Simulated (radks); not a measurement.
Results of a calculation; reference values are marked as such.
The beryllium ion Be+ inside a hard spherical wall (all orbitals vanish at R), configuration held at [He] 2s1 and not refilled when levels cross. Code: a radial shooting solver on a logarithmic mesh with Libxc functionals. Model: scalar-relativistic Kohn-Sham, PBEsol, spin-polarised, spherical densities, finite nucleus; open shells are filled with parallel spins first; Fermi nuclear charge, rms radius 2.519 fm. Eigenvalues in eV for spin up, with the zero of energy where the potential of the charges vanishes at infinity; a dash marks a level that is unbound or too diffuse for the functional's potential to be trusted. A positive occupied level is held by the wall or, in an anion where self-interaction has pushed it up, behind a barrier. The pressure on the wall is -dE/dV.

R (bohr),E (hartree),kinetic (hartree),e(1s),e(2s),"e(2p, empty)","e(3s, empty)",pressure (GPa)
free,-14.20832,14.151,-116.97,-14.343,-10.323,-,0
10,-14.20832,14.151,-116.97,-14.343,-10.323,-3.434,0.000106
7,-14.20781,14.157,-116.93,-14.310,-10.265,-1.066,0.0411
6,-14.20566,14.174,-116.79,-14.200,-10.101,1.691,0.279
5,-14.19551,14.236,-116.35,-13.770,-9.553,7.538,1.84
4,-14.15074,14.433,-115.15,-12.162,-7.816,20.899,12.5
2,-12.90579,17.512,-105.00,25.006,19.742,175.35,1370
1.5,-10.75458,21.800,-95.668,85.158,56.332,361.82,7710
